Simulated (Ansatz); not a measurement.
Reaction (substitution at a C–C bond): `CCOC(=O)CCCCl` + H–F → `FCCl` + `CCOC(=O)CC`

Calculated with Ansatz (gas phase, PBE0-D4/def2-TZVP geometries, no zero-point term in ΔE). CBS: MP2 limit from def2 TZ/QZ plus the TZ coupled-cluster correction, frozen cores. This one scheme is used for every species. Functionals use def2-TZVPP. B3LYP here is the variant with VWN-RPA as its local correlation; programs differ in this. Each species was taken in one conformer, which may not be the lowest.

Problem. Is it downhill or uphill in electronic energy at CCSD(T)/CBS, and by how much? (Best estimate.)

Solution. The calculation gave: Uphill: ΔE = +62.1 kJ/mol.

Problem. What do these levels give: B3LYP-D4, ωB97X-V, PBE, MP2/def2-TZVPP, SCS-MP2/def2-TZVPP, HF/CBS(def2)? (Estimate.)

Solution. The calculation gave: B3LYP-D4 44.5, ωB97X-V 46.0, PBE 36.4, MP2/def2-TZVPP 67.9, SCS-MP2/def2-TZVPP 57.2, HF/CBS(def2) 30.4 kJ/mol.

Largest T1 diagnostic among the species: 0.013.

In def2-TZVPP, CCSD(T) changes the Hartree–Fock value by +27.1 kJ/mol (the triples alone add +2.7 kJ/mol) and MP2 by +37.4 kJ/mol. The D4 term adds +13.5 kJ/mol with B3LYP and +7.9 kJ/mol with PBE0; it sums over pairs of atoms, weighted by their polarisabilities, and B3LYP, whose exchange is more repulsive, gets the larger term.
